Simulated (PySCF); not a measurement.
These are TPSSh-D3(BJ)/def2-TZVP // B3LYP-D3(BJ)/def2-TZVP in PySCF 2.14.0 values and carry that method's errors. Isolated molecules, 0 K electronic values unless said otherwise. One relaxed conformer stands for a flexible species; it need not be the lowest. Delta-SCF ions had no search for a lower state. 

Reference species (SMILES): `[SiH2]=CO[SiH3]` (Si–C–O–Si torsion 0°) (neutral, multiplicity 1).

```json
{
  "LUMO": "-1.36 eV",
  "vertical ionisation energy (Delta-SCF)": "7.85 eV"
}
```

Changed species: `[SiH2](C)[SiH]=O` (C–Si–Si–O torsion 0°).

Problem. What does the change do to the LUMO and vertical ionisation energy (Delta-SCF)?

Solution. the LUMO falls by 1.25 eV, to -2.61 eV; the vertical ionisation energy (Delta-SCF) goes up by 1.56 eV, to 9.41 eV.
